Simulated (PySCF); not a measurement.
Structure problem from calculated spectra and properties.

Formula: C2H2BF5Si.

- Dipole: 1.15 D [CAM-B3LYP/def2-SVPD]
- Valence photoelectron: vertical ionisation energy: 10.15 eV [ΔSCF CAM-B3LYP/def2-SVPD]
- Polarisability: 66.7 au [CAM-B3LYP/def2-SVPD]
- UV, first state: lowest singlet excitation: 5.84 eV (212 nm, f = 0.003) [TDDFT CAM-B3LYP/def2-SVPD]
- 13C NMR: chemical shifts (computed TMS as zero) by class: 165.9 (1 C), 124.5 (1 C) ppm [GIAO KT3/pcSseg-2]
- Triplet: lowest triplet excitation (Tamm–Dancoff): 4.16 eV [TDA CAM-B3LYP/def2-SVPD]
- Rotational structure: rotational constants A, B, C: 2.025, 0.848, 0.678 GHz [PBE0-D3(BJ)/def2-SVP]

Electronic properties: PySCF, gas phase, density fitting. Levels stand in brackets. Isolated species at its PBE0-D3(BJ)/def2-SVP geometry (one conformer only). NMR values are class means; diastereotopic atoms form classes of their own.

**Question.** Give a SMILES that accounts for the data.

**Answer.** Numbering: `[F:1][B:2]([F:3])[SiH2:4][C:5]([F:6])=[C:7]([F:8])[F:9]`. 2 carbons fall into 2 classes; from least to most shielded: =CF2 carbon [C7] (165.9 ppm), vinylic C–F carbon [C5] (124.5 ppm). S1 is mainly HOMO→LUMO (weight 0.93); the largest Löwdin shares of the orbital it empties are 0.31 on the vinylic C–F carbon, 0.26 on the =CF2 carbon, 0.14 on a vinyl fluorine and 0.10 on a vinyl fluorine, of the orbital it fills 0.34 on the three-coordinate boron, 0.23 on the SiH2 silicon, 0.13 on a boron-bound fluorine and 0.11 on a boron-bound fluorine. The optimised geometry has point group C1 and is an asymmetric top. Structure: `FB(F)[SiH2]C(F)=C(F)F`. The assignments are read from this structure; whether some other isomer fits the data as well wasn't checked.

The values belong to the conformer `[F:1][B:2]([F:3])[SiH2:4][C:5]([F:6])=[C:7]([F:8])[F:9]`: F1–B2–Si4–C5 -138°, B2–Si4–C5–F6 -150°.
